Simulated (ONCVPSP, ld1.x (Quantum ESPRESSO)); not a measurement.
# Pseudopotentials across the periodic table

Generated with ld1.x 7.5 (TM, RRKJ, ultrasoft, PAW), atompaw 4.2 or ONCVPSP 4.0.1. The cutoff is in Ry: for ld1.x and atompaw files where the sum of valence levels is converged to 10 mRy in a Bessel basis, for ONCV files where the hardest occupied wave has 1 mHa per electron of residual kinetic energy. The error is the largest all-electron minus pseudo excitation energy over each file’s own four to seven test configurations (ionisations up to +4, promotions, holes and added fractions of an electron), all of which were solved. The labels leave out finer settings (local radius, basis sizes, second energies), which also bear on the numbers. Spin-polarised tests are not counted. The rows are a selection from randomly drawn settings: files with unsolved tests, undetermined cutoffs or missed reference levels are left out.

A true bound ghost makes a file unfit for plane-wave use even where its test errors are small: the radial tests pick states by their node count and pass the ghost by.

```csv
element,potential,cutoff (Ry),largest error (meV),bound ghosts
He,"ONCV, PBE, scalar-relativistic, rc 0.56/0.56 (sp), local smoothed, core correction no, reference 1s1, qcut 17.1/15.1, projectors 2/1",175,+6.9,none
Sc,"PAW, PBE, scalar-relativistic, rc 1.64/1.70/1.42 (spd), local smoothed, core correction yes, reference 3s2 3p6 3d1 4s2 4p0",40,+3.5,none
Zn,"ONCV, Wu-Cohen, scalar-relativistic, rc 1.20/0.80/1.15 (spd), local smoothed, core correction yes, reference 3s2 3p6 3d10 4s1, qcut 8/17.4/12.5, projectors 2/3/2",186,+31,none
Tc,"ONCV, LDA (Perdew-Zunger), scalar-relativistic, rc 2.55/1.40/2.45/2.00 (spdf), local smoothed, core correction yes, reference 4p6 4d5 5s2, qcut 2.4/10.2/5.2/6.3, projectors 2/2/2/2",67,-286,s
I,"TM, PW91, scalar-relativistic, rc 1.30/1.75/1.40 (spd), local s, core correction yes, reference 5s2 5p3.5",120,-61,"p, d"
I,"ONCV, PBE, scalar-relativistic, rc 1.40/1.40/0.90 (spd), local smoothed, core correction yes, reference 4s2 4p6 4d10 5s2 5p3, qcut 10.9/10/11.3, projectors 2/2/2",111,-7.8,none
Cs,"ONCV, PBEsol, scalar-relativistic, rc 3.00/2.00/2.50 (spd), local smoothed, core correction yes, reference 5s2 5p6 6s0.75, qcut 3.6/4.2/3.3, projectors 2/1/2",20,-210,none
Cs,"ONCV, Wu-Cohen, scalar-relativistic, rc 2.65/2.40/2.70 (spd), local smoothed, core correction no, reference 5s2 5p6 6s1, qcut 5.2/6.5/3.4, projectors 2/2/2",23,-4.2,none
Ir,"RRKJ, LDA (PZ), scalar-relativistic, rc 1.54/2.78/3.20/3.42 (spdf), local s, core correction yes, reference 5s2 5p6 5d6 6s0 6p0",70,+6144,none
```

(1) Fill in the row for Ru: ONCV, LDA (Perdew-Wang 92), scalar-relativistic, rc 2.90/1.65/2.30 (spd), local smoothed, core correction no, reference 4p6 4d7 5s1, qcut 2.8/8.8/7.6, projectors 2/2/2.

## Answers

(1) cutoff 37 Ry, largest error +65 meV, bound ghosts: s.
